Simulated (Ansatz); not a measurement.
`[TeH][C]1=[CH][AlH]1` and `F[C]1=[CH][AlH]1` differ in one atom or group.

Ansatz, PBE0-D4/def2-TZVP geometries, multiplicity 1. 

Elements past krypton have def2 core potentials.

```json
{"property": "LUMO energy (ωB97M-V/def2-TZVPP) / eV", "`[TeH][C]1=[CH][AlH]1`": "0.63"}
{"property": "HOMO–LUMO gap (PBE/def2-TZVPP) / eV", "`[TeH][C]1=[CH][AlH]1`": "3.43"}
{"property": "HOMO–LUMO gap (PBE0/def2-TZVPP) / eV", "`[TeH][C]1=[CH][AlH]1`": "5.11"}
{"property": "ideal-gas entropy at 298 K and 1 bar (rigid rotor, harmonic PBE0-D4/def2-TZVP) / J/(mol·K)", "`[TeH][C]1=[CH][AlH]1`": "329"}
{"property": "HOMO energy (ωB97M-V/def2-TZVPP) / eV", "`[TeH][C]1=[CH][AlH]1`": "-8.04"}
{"property": "HOMO energy (PBE/def2-TZVPP) / eV", "`[TeH][C]1=[CH][AlH]1`": "-5.12"}
```

Task: What does the change do to each property? (An estimate is asked.)

Result: The calculation gave: 
```
                                                                                  property  `F[C]1=[CH][AlH]1`  shift
                                                     LUMO energy (ωB97M-V/def2-TZVPP) / eV                0.61  -0.02
                                                       HOMO–LUMO gap (PBE/def2-TZVPP) / eV                4.34   0.91
                                                      HOMO–LUMO gap (PBE0/def2-TZVPP) / eV                6.37   1.26
ideal-gas entropy at 298 K and 1 bar (rigid rotor, harmonic PBE0-D4/def2-TZVP) / J/(mol·K)                 284    -45
                                                     HOMO energy (ωB97M-V/def2-TZVPP) / eV               -9.55  -1.51
                                                         HOMO energy (PBE/def2-TZVPP) / eV               -6.07  -0.95
```

With PBE0 the HOMO falls by 1.31 eV and the LUMO falls by 0.05 eV, so the gap widens by about 1.26 eV. PBE moves the HOMO by -0.95 eV and ωB97M-V by -1.51 eV. The zero-point energy changes by -12.0 kJ/mol with -3 modes.

Spin–orbit coupling is left out; it splits and shifts lone-pair levels of the heavy atoms by tenths of an eV.
